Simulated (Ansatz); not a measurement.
Relative stability

The two ends of one reaction step of ZnNH5O2, closed shell (PBE0-D4/def2-TZVP).

A:

| atom | x (Å) | y (Å) | z (Å) |
| --- | --- | --- | --- |
| Zn1 | -0.0731 | -0.7535 | -0.4502 |
| N2 | 0.3938 | 0.9076 | -1.1561 |
| O3 | -0.5616 | -2.4318 | -0.0946 |
| H4 | 0.2376 | 1.1996 | 0.7413 |
| O5 | 0.1121 | 0.5719 | 1.4898 |
| H6 | 1.3125 | 0.9434 | -1.5808 |
| H7 | -0.2501 | 1.2695 | -1.8487 |
| H8 | -0.5863 | -2.6208 | 0.8451 |
| H9 | -0.5848 | 0.9143 | 2.0542 |

B:

```
9
angstrom
Zn -0.2182 -0.4869 0.5391
N 0.4013 0.8217 -1.0609
O -0.3489 -2.0878 -0.2933
H 0.4999 1.7351 -0.6317
O -0.2363 0.8306 1.7885
H 1.2868 0.5529 -1.4722
H -0.2788 0.8813 -1.8088
H -0.6188 -2.8179 0.2643
H -0.4869 0.5713 2.6751
```

Program: Ansatz 0.2.0. Basis: def2-TZVPP. Cores are frozen in the correlated methods. The 3s and 3p shells of Cu and Zn are frozen; filled d shells are correlated. B3LYP uses VWN-RPA correlation.

**Question.** Which structure is lower at CCSD(T), and by how much? (An estimate is asked for; the value comes from the calculation.)

**Answer.** Computed: B, by 0.579 eV (electronic energy, against the other). By their contacts, A is a complex of ZnNH₃O ([NH2][Zn][OH]) + H₂O and B is ZnNH₅O₂ ([NH3][Zn]([OH])[OH]).

All methods give the same order:

```json
{"method": "SPW92", "E(B) − E(A) (eV)": "-0.446"}
{"method": "PBE-D4", "E(B) − E(A) (eV)": "-0.495"}
{"method": "BLYP-D4", "E(B) − E(A) (eV)": "-0.539"}
{"method": "r2SCAN-D4", "E(B) − E(A) (eV)": "-0.581"}
{"method": "B97M-V", "E(B) − E(A) (eV)": "-0.594"}
{"method": "PBE0-D4", "E(B) − E(A) (eV)": "-0.539"}
{"method": "B3LYP-D4", "E(B) − E(A) (eV)": "-0.572"}
{"method": "r2SCAN0-D4", "E(B) − E(A) (eV)": "-0.594"}
{"method": "BHLYP-D4", "E(B) − E(A) (eV)": "-0.629"}
{"method": "CAM-B3LYP-D4", "E(B) − E(A) (eV)": "-0.590"}
{"method": "wB97X-V", "E(B) − E(A) (eV)": "-0.595"}
{"method": "wB97M-V", "E(B) − E(A) (eV)": "-0.556"}
{"method": "B2PLYP", "E(B) − E(A) (eV)": "-0.587"}
{"method": "PBE-QIDH", "E(B) − E(A) (eV)": "-0.578"}
{"method": "RPA on PBE", "E(B) − E(A) (eV)": "-0.572"}
{"method": "HF", "E(B) − E(A) (eV)": "-0.727"}
{"method": "MP2", "E(B) − E(A) (eV)": "-0.568"}
{"method": "CCSD", "E(B) − E(A) (eV)": "-0.604"}
{"method": "CCSD(T)", "E(B) − E(A) (eV)": "-0.579"}
```

The T1 diagnostic stays at or below 0.016.

Labels in which every atom is bracketed show which atoms are joined, not bond orders.

For scale, one of the runs: CCSD(T)/def2-TZVPP, 227 basis functions, launched by `ansatz run in.yaml --threads 8 --pin off --events-out ev --progress --plain --max-ram 19148MiB`. The run took 34 s on 8 CPU threads of an Intel Xeon Platinum 8375C (shared host), with 4 GiB of host memory at its peak.
